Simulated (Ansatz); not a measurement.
`[SeH]C1O[SiH2]1`, charge 0, multiplicity 1.

**Question.** Give a relaxed structure at PBE0-D4/def2-TZVP (Ansatz). (Estimate.)

**Answer.** Computed: 
Cartesian coordinates in Å:
```
Se -1.402 -0.478 1.642
C -0.494 -0.672 -0.044
O 0.930 -1.014 0.002
Si 0.726 0.463 -0.738
H -0.869 0.854 1.962
H -1.064 -1.360 -0.665
H 1.038 0.544 -2.181
H 1.136 1.663 0.022
```
